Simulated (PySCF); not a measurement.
Two species compared at the same levels of theory.

First species: C8H14Si.
Numbering: `[CH2:1]=[CH:2][SiH2:3][C:4]1=[C:5]([CH2:6][CH3:7])[CH2:8][CH2:9]1` (hydrogens: H10, H11 on C1; H12 on C2; H13, H14 on Si3; H15, H16 on C6; H17, H18, H19 on C7; H20, H21 on C8; H22, H23 on C9)

Second species: C6H12F2OSi.
Z-matrix (Å and degrees, GFN2-xTB geometry), rows numbered from 1:
```
C 
C   1  1.5246
C   2  1.5286  1  111.09
O   2  1.4234  1  106.27  3  -123.33
C   4  1.4118  2  116.53  1  -168.14
Si  5  1.9287  4  102.11  2   145.37
C   5  1.4878  4  113.46  2   -94.33
F   7  1.3523  5  113.30  4   161.55
C   7  1.3251  5  125.15  4   -22.66
F   9  1.3436  7  123.77  5  -177.20
H   1  1.0862  2  109.98  3   179.09
H   1  1.0859  2  110.18  3   -60.42
H   1  1.0865  2  109.68  3    59.82
H   2  1.1041  1  109.37  3   119.92
H   3  1.0871  2  110.21  1   -59.59
H   3  1.0869  2  109.43  1    60.12
H   3  1.0874  2  111.13  1   179.86
H   5  1.0982  4  110.97  2    27.70
H   6  1.4580  5  105.80  4    53.34
H   6  1.4623  5  108.98  4   174.35
H   6  1.4613  5  105.78  4   -65.67
H   9  1.0769  7  122.44  5     3.76
```

Levels: PBE0/pcSseg-1 for dipole moment, HOMO energy, LUMO energy and HOMO–LUMO gap; GFN2-xTB for rotational constant A and rotational constant C. Geometries: GFN2-xTB. Each structure is a single optimised conformer of the isolated species, non-relativistic unless stated. Electronic properties by PySCF.

The conformers computed, where there is a choice (atom-mapped SMILES and torsion angles):
- `[CH2:1]=[CH:2][SiH2:3][C:4]1=[C:5]([CH2:6][CH3:7])[CH2:8][CH2:9]1`: C1–C2–Si3–C4 -11°, C2–Si3–C4–C5 100°, C4–C5–C6–C7 -96°
- `[CH3:1][CH:2]([CH3:3])[O:4][C@@H:5]([SiH3:6])/[C:7]([F:8])=[CH:9]/[F:10]`: C1–C2–O4–C5 -168°, C2–O4–C5–Si6 145°, O4–C5–C7–F8 162°

Values for the first species:

| Quantity | Value |
| --- | --- |
| Dipole moment | 1.08 D |
| HOMO energy | -6.93 eV |
| LUMO energy | -0.14 eV |
| HOMO–LUMO gap | 6.79 eV |
| Rotational constant A | 1.689 GHz |
| Rotational constant C | 0.810 GHz |

Question: Estimate the same properties for the second species, and the change in each.

Answer: 
| property | first | second | second less first |
| --- | --- | --- | --- |
| dipole moment | 1.08 D | 2.81 D | +1.73 D |
| HOMO energy | -6.93 eV | -6.94 eV | -0.01 eV |
| LUMO energy | -0.14 eV | 0.17 eV | +0.31 eV |
| HOMO–LUMO gap | 6.79 eV | 7.11 eV | +0.32 eV |
| rotational constant A | 1.689 GHz | 1.176 GHz | -0.513 GHz |
| rotational constant C | 0.810 GHz | 0.576 GHz | -0.234 GHz |

On the first: The dipole equals about 3.6 × 10⁻³⁰ C·m (1 D = 3.33564 × 10⁻³⁰ C·m).

On the second: A dipole of 2.81 D is allowed in C1, and pure rotational transitions are dipole-allowed. The dipole matches unit charges of opposite sign 0.59 Å apart (1 e·Å = 4.8032 D).
